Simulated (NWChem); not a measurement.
System meant: CH$_{9}$NSi$_{2}$; SMILES [SiH3]N([SiH3])C

Input file for NWChem:

```
start job
memory heap 200 mb stack 900 mb global 1100 mb
geometry units angstroms noautoz
  Si     0.508609     1.550109    -0.007356
  N     -0.287551    -0.000278    -0.061606
  C     -1.755840    -0.000908     0.080453
  Si     0.509875    -1.550028    -0.007749
  H     -0.126891     2.470007    -0.993195
  H      0.411155     2.218033     1.325312
  H      1.943438     1.357050    -0.334539
  H     -2.192810     0.880923    -0.404550
  H     -2.192087    -0.882904    -0.404903
  H     -2.075665    -0.001251     1.132279
  H     -0.124654    -2.470126    -0.994028
  H      1.944608    -1.355664    -0.334573
  H      0.412685    -2.218476     1.324674
end
basis spherical
  * library def2-svp
end
dft
  xc xpbe96 cpbe96
  iterations 4
  mulliken
end
task dft energy
```

End of the output:

```
    Atom       Charge   Shell Charges
 -----------   ------   -------------------------------------------------------
    1 Si  14    13.58   2.00  1.93  0.66  0.34  5.81  1.31  1.16  0.36
    2 N    7     7.35   1.97  0.76  0.45  2.30  1.85  0.03
    3 C    6     6.00   1.96  0.58  0.30  1.87  1.19  0.10
    4 Si  14    13.58   2.00  1.93  0.66  0.34  5.81  1.31  1.16  0.36
    5 H    1     1.10   0.64  0.43  0.02
    6 H    1     1.10   0.65  0.43  0.02
    7 H    1     1.09   0.64  0.42  0.02
    8 H    1     0.97   0.64  0.26  0.07
    9 H    1     0.97   0.64  0.26  0.07
   10 H    1     0.98   0.65  0.27  0.07
   11 H    1     1.10   0.64  0.43  0.02
   12 H    1     1.09   0.64  0.42  0.02
   13 H    1     1.10   0.65  0.43  0.02

 center of mass
 --------------
 x =   0.03978851 y =  -0.00463273 z =   0.00000000

 moments of inertia (a.u.)
 ------------------
         604.837216997640          -0.000000016703           0.000000000000
          -0.000000016703         845.166447020478           0.000000000000
           0.000000000000           0.000000000000         293.455700410610

     Multipole analysis of the density
     ---------------------------------

     L   x y z        total         alpha         beta         nuclear
     -   - - -        -----         -----         ----         -------
     0   0 0 0     -0.000000    -25.000000    -25.000000     50.000000

     1   1 0 0     -0.333474     -0.166737     -0.166737      0.000000
     1   0 1 0     -0.001116     -0.000558     -0.000558      0.000000
     1   0 0 1     -0.000000     -0.000000     -0.000000      0.000000

     2   2 0 0    -30.634796   -101.439401   -101.439401    172.244007
     2   1 1 0     -0.096656      0.001052      0.001052     -0.098761
     2   1 0 1     -0.000000     -0.000000     -0.000000      0.000000
     2   0 2 0    -33.203895    -29.708046    -29.708046     26.212197
     2   0 1 1     -0.000000     -0.000000     -0.000000      0.000000
     2   0 0 2    -33.070779   -185.365808   -185.365808    337.660836

 ------------------------------------------------------------------------
 dft energy failed                                                                                  0
 ------------------------------------------------------------------------
 ------------------------------------------------------------------------
  current input line :
    26: task dft energy
 ------------------------------------------------------------------------
 ------------------------------------------------------------------------
 This type of error is most commonly associated with calculations not reaching convergence criteria
 ------------------------------------------------------------------------
 For more information see the NWChem manual at https://nwchemgit.github.io

0:dft energy failed:Received an Error in Communication
```

**Question.** What is wrong, and how is it mended?

**Answer.** The run did not converge; its last values are not results. Cause: the SCF was allowed too few iterations. This input runs:
```
start job
memory heap 200 mb stack 900 mb global 1100 mb
geometry units angstroms noautoz
  Si     0.508609     1.550109    -0.007356
  N     -0.287551    -0.000278    -0.061606
  C     -1.755840    -0.000908     0.080453
  Si     0.509875    -1.550028    -0.007749
  H     -0.126891     2.470007    -0.993195
  H      0.411155     2.218033     1.325312
  H      1.943438     1.357050    -0.334539
  H     -2.192810     0.880923    -0.404550
  H     -2.192087    -0.882904    -0.404903
  H     -2.075665    -0.001251     1.132279
  H     -0.124654    -2.470126    -0.994028
  H      1.944608    -1.355664    -0.334573
  H      0.412685    -2.218476     1.324674
end
basis spherical
  * library def2-svp
end
dft
  xc xpbe96 cpbe96
  iterations 150
  mulliken
end
task dft energy
```
It converges to -676.57030 Ha (PBE/def2-SVP).
